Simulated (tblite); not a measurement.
Input of a run (GFN2-xTB geometry optimisation, gas phase (tblite 0.8.0)), started from a force field or distance geometry:
```
{"job": {"kind": "relax", "xc": "GFN2-xTB", "basis": "xTB"}, "charge": 0, "multiplicity": 1}
C      3.281000    -0.264600     0.066200
C      2.173100    -0.156800    -0.702900
N      0.871500    -0.068500    -0.296800
C     -0.221200     0.043700    -1.155600
C     -1.384500     0.114100    -0.484400
C     -2.752500     0.233200    -1.062800
C     -1.134700     0.072000     0.986500
C      0.407600    -0.049600     1.102800
H      3.225300    -0.280800     1.150000
H      4.249400    -0.331800    -0.385600
H      2.294700    -0.152600    -1.777300
H     -0.077400     0.041200    -2.218000
H     -2.731600     0.253800    -2.144600
H     -3.221300     1.155500    -0.718900
H     -3.368400    -0.605600    -0.746900
H     -1.491100     0.982100     1.494700
H     -1.627300    -0.790700     1.453000
H      0.678200    -0.986900     1.613100
H      0.819300     0.801400     1.651800
```

Output (eV, eV/Å):
```
step      E/eV     max force
  0    -639.15954    1.196
  1    -639.18523    0.935
  2    -639.19933    0.271
  3    -639.20512    0.203
  4    -639.21064    0.160
  5    -639.21286    0.138
  6    -639.21594    0.109
  7    -639.21768    0.124
  8    -639.21865    0.067
  9    -639.21913    0.057
 10    -639.21952    0.064
 11    -639.21992    0.054
 12    -639.22046    0.049
 13    -639.22108    0.066
 14    -639.22185    0.079
 15    -639.22261    0.061
 16    -639.22327    0.055
 17    -639.22381    0.050
 18    -639.22421    0.049
 19    -639.22446    0.032
 20    -639.22463    0.039
 21    -639.22478    0.039
 22    -639.22495    0.041
 23    -639.22508    0.033
 24    -639.22517    0.020
 25    -639.22523    0.019
 26    -639.22529    0.022
 27    -639.22535    0.024
 28    -639.22541    0.020
 29    -639.22548    0.021
 30    -639.22554    0.021
 31    -639.22560    0.014
 32    -639.22563    0.012
 33    -639.22564    0.010
 34    -639.22566    0.012
 35    -639.22569    0.013
 36    -639.22571    0.011
 37    -639.22572    0.009
```

**Question.** Summarise the run.

**Answer.** The energy falls by 0.066 eV over 37 L-BFGS steps, the largest force on an atom goes from 1.20 to 0.009 eV/Å, and the atoms move by 0.050 Å rms after alignment. Among the bonds, C1=C2 and N3–C8 change most and about equally (-0.021 to -0.020 Å). Bonds longer at the end by more than 0.005 Å: 1 of 19; shorter: 8. Among the angles that change most is C1–C2–H11, from 118.2° to 120.5°. The energy never rose by more than 1e-5 eV on the way. The first step brought 39 % of the lowering.

**Question.** What are the final bond lengths?

**Answer.** C1=C2 1.333 Å, C2–N3 1.362 Å, N3–C4 1.380 Å, C4=C5 1.334 Å, C5–C6 1.487 Å, C5–C7 1.511 Å, C7–C8 1.539 Å, N3–C8 1.453 Å, C1–H9 1.075 Å, C1–H10 1.073 Å, C2–H11 1.082 Å, C4–H12 1.075 Å, C6–H13 1.087 Å, C6–H14 1.091 Å, C6–H15 1.091 Å, C7–H16 1.092 Å, C7–H17 1.093 Å, C8–H18 1.095 Å, C8–H19 1.095 Å. Numbering counts from 1 in the input's order; the species is `C1CC(C)=CN1C=C`.

Hardware: an Arm Neoverse N1 with one thread, shared host with 64 logical CPUs at a one-minute load of 61. Cost: 0.38 s of wall time.

Its GFN2-xTB frequencies are all real (lowest 75 cm⁻¹). The numbers are those of one conformer. 2 starts were optimised and ended at 0.00 and 1.41 kcal/mol (GFN2-xTB); the lowest of these is shown.

These are computed values.
